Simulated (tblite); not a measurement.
Species: C2H5Cl2FSi.
Structure used (GFN2-xTB), in Å, numbered top down from 1:
```xyz
11
C2H5Cl2FSi angstrom
F     -2.630    0.467    0.277
C     -1.454   -0.218    0.375
Cl    -1.645   -1.769   -0.493
Si    -0.016    0.765   -0.458
C      1.557   -0.260   -0.119
Cl     1.801   -0.306    1.652
H     -1.322   -0.461    1.433
H     -0.294    0.825   -1.890
H      0.072    2.067    0.199
H      2.450    0.186   -0.547
H      1.486   -1.292   -0.455
```

Computed values, GFN2-xTB/tblite, gas phase, harmonic and unscaled. Errors from tens to a few hundred cm⁻¹ against measured bands are possible. Modes of hydrogen on silicon can be 10 to 20 % off. One conformer, not necessarily the lowest.

Harmonic wavenumbers (cm⁻¹): 33.6, 58.6, 103.7, 158.5, 207.6, 280.4, 364.9, 469.9, 532.5, 628.9, 651.2, 695.5, 732.1, 748.4, 757.4, 770.5, 1027.5, 1077.7, 1136.4, 1180.8, 1251.0, 1420.8, 2299.4, 2306.5, 2927.8, 2998.7, 3014.3.

A = 2674, B = 990.9, C = 901.1 MHz; mass 145.952 u (most abundant isotopes); point group C1, symmetry number 1.

**Question.** Zero-point energy?

**Answer.** ½Σν̃ = 13917 cm⁻¹ = 39.79 kcal/mol.

**Question.** Entropy at 273.15 K, 1 bar (ideal gas, RRHO, classical rotation)?

**Answer.** Translation 40.44, rotation 29.03, vibration 22.57: S = 92.0 cal/(mol K).

**Question.** And Cp and H(273.15 K) − H(0)?

**Answer.** Cp = 28.80 cal/(mol K), of which vibrations give 20.85 (their classical limit is 27 R = 53.7); H(273.15 K) − H(0) = 5.22 kcal/mol without the zero-point energy, 3.05 from vibrations.

**Question.** Which modes carry the vibrational entropy at 273.15 K?

**Answer.** 33.6 cm⁻¹: 5.43; 58.6 cm⁻¹: 4.33; 103.7 cm⁻¹: 3.21; 158.5 cm⁻¹: 2.40; 207.6 cm⁻¹: 1.91; 280.4 cm⁻¹: 1.38 cal/(mol K); the other 21 give 3.90 together.

**Question.** Blend soft modes into free rotors: weight 1/[1 + (100 cm⁻¹/ν̃)⁴] for the oscillator and the rest for a rotor with moment μB/(μ + B), μ = h/(8π²ν), B = 10⁻⁴⁴ kg m². What vibrational entropy results?

**Answer.** 19.87 cal/(mol K) in place of 22.57, which changes −T·S at 273.15 K by +0.74 kcal/mol.

**Question.** How do the functions run with temperature in this model?

**Answer.** 
| T (K) | S (cal/(mol K)) | Cp (cal/(mol K)) | H − H(0) (kcal/mol) | G − H(0) (kcal/mol) | ln q(vib) |
| --- | --- | --- | --- | --- | --- |
| 150 | 77.6 | 20.2 | 2.19 | -9.44 | 3.12 |
| 250 | 89.5 | 27.3 | 4.57 | -17.82 | 5.26 |
| 298.15 | 94.6 | 30.4 | 5.96 | -22.25 | 6.25 |
| 400 | 104.4 | 35.9 | 9.35 | -32.40 | 8.28 |
| 600 | 120.4 | 43.2 | 17.32 | -54.93 | 11.97 |
| 900 | 139.2 | 49.5 | 31.31 | -94.01 | 16.84 |

q(vib) and H(0) count from the zero-point level.

Hindered rotation and anharmonicity are outside this model. Other conformers, if any are populated, would add a mixing term that is left out. The structure is chiral; the term R ln 2 for an equal mix with its mirror image is left out.
